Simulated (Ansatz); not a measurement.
InSn19H30, a doped nanocrystal cut from the lattice of tin (In on a surface site). The state is a doublet with charge 0. Geometry PBE-D4/def2-SVP; atoms count from 1.

Cartesian coordinates in Å:
```
Sn -1.6116 2.5470 -2.0687
Sn -3.1319 4.6117 1.8365
Sn -3.3410 0.0365 1.4002
Sn -0.1889 1.9895 4.2360
Sn -0.0314 0.3664 -5.8735
Sn -1.7577 -2.0707 -2.5821
In 2.9567 -2.2631 -3.2163
Sn 1.0078 -0.2903 0.5189
Sn -0.2425 -2.6489 4.2805
Sn 1.3111 -4.9091 0.3149
Sn -1.3475 4.7523 -0.3338
Sn 0.1538 2.6685 -4.2638
Sn -1.4890 0.0557 -0.7360
Sn 1.7736 1.8777 2.1888
Sn -2.7976 2.1578 3.1782
Sn 0.1348 -0.3221 5.8174
Sn 3.1938 0.0145 -1.2846
Sn 0.4129 -1.9930 -4.3902
Sn 3.2738 -4.5970 -1.6843
Sn 1.4217 -2.6561 2.0041
H -3.2435 2.6064 -2.6851
H -4.7636 4.7231 1.2534
H -2.8847 5.9274 2.9442
H -4.9477 0.2354 0.7663
H -3.2963 -1.4883 2.2312
H 0.1307 3.4182 5.1879
H -1.6158 0.3833 -6.5891
H 1.1108 0.5219 -7.1757
H -3.2988 -1.8649 -3.3634
H -1.8467 -3.5454 -1.6650
H 4.3290 -1.5537 -4.0738
H -1.9044 -2.7567 3.7966
H 0.1097 -4.0507 5.2461
H -0.3064 -4.9785 -0.3103
H 1.5284 -6.3143 1.3160
H -1.6103 6.2212 -1.2254
H 0.2748 4.8139 0.2790
H -0.2187 4.1146 -5.1560
H 1.7591 2.8614 -3.6320
H 1.9073 3.3653 1.3047
H 3.3312 1.5288 2.8771
H -3.8834 2.0622 4.5412
H -0.9899 -0.2647 7.1415
H 1.7353 -0.3331 6.4913
H 3.1428 1.5699 -2.0742
H 4.7004 -0.0095 -0.4019
H 0.0543 -3.3031 -5.4930
H 3.1643 -6.0415 -2.6526
H 4.7817 -4.7176 -0.8240
H 3.0496 -2.4583 2.6027
```

In the def2 sets In, Sn take a core potential; there is no spin–orbit coupling. Single mean-field runs in def2-SVP are fitted with def2-universal-jkfit.

Q: Estimate the Mulliken populations of the heavy atoms from the PBE0/def2-SVP orbitals of Ansatz.

A: 
```csv
atom,charge (e),spin (α − β)
Sn1,0.03,0.00
Sn2,0.16,0.00
Sn3,0.17,0.01
Sn4,0.01,0.06
Sn5,0.15,0.00
Sn6,0.18,0.00
In7,0.09,0.18
Sn8,-0.18,0.18
Sn9,0.14,0.01
Sn10,0.15,0.00
Sn11,0.13,0.00
Sn12,0.14,0.00
Sn13,-0.13,-0.01
Sn14,0.16,0.07
Sn15,0.01,0.00
Sn16,0.16,0.00
Sn17,0.18,0.44
Sn18,-0.03,-0.01
Sn19,0.11,-0.01
Sn20,0.04,-0.01
```
Mulliken values depend strongly on the basis.

Q: Where does the spin sit?

A: Summed by element: Sn 0.72, In 0.18, H 0.10, of 1 unpaired in all. Largest on single atoms: Sn17 0.44, Sn8 0.18, In7 0.18.

Q: And the Mayer bond orders between heavy atoms (over 0.3)?

A: Sn1–Sn11 0.86 (2.82 Å); Sn1–Sn12 0.86 (2.82 Å); Sn1–Sn13 0.86 (2.83 Å); Sn2–Sn11 0.88 (2.81 Å); Sn2–Sn15 0.87 (2.82 Å); Sn3–Sn13 0.85 (2.83 Å); Sn3–Sn15 0.86 (2.82 Å); Sn4–Sn14 0.84 (2.84 Å); Sn4–Sn15 0.86 (2.82 Å); Sn4–Sn16 0.87 (2.82 Å); Sn5–Sn12 0.88 (2.82 Å); Sn5–Sn18 0.88 (2.82 Å); Sn6–Sn13 0.84 (2.83 Å); Sn6–Sn18 0.87 (2.83 Å); In7–Sn17 0.50 (3.00 Å); In7–Sn18 0.81 (2.81 Å); In7–Sn19 0.85 (2.81 Å); Sn8–Sn13 0.85 (2.82 Å); Sn8–Sn14 0.82 (2.84 Å); Sn8–Sn17 0.81 (2.85 Å); Sn8–Sn20 0.85 (2.82 Å); Sn9–Sn16 0.88 (2.81 Å); Sn9–Sn20 0.86 (2.82 Å); Sn10–Sn19 0.88 (2.82 Å); Sn10–Sn20 0.86 (2.82 Å).
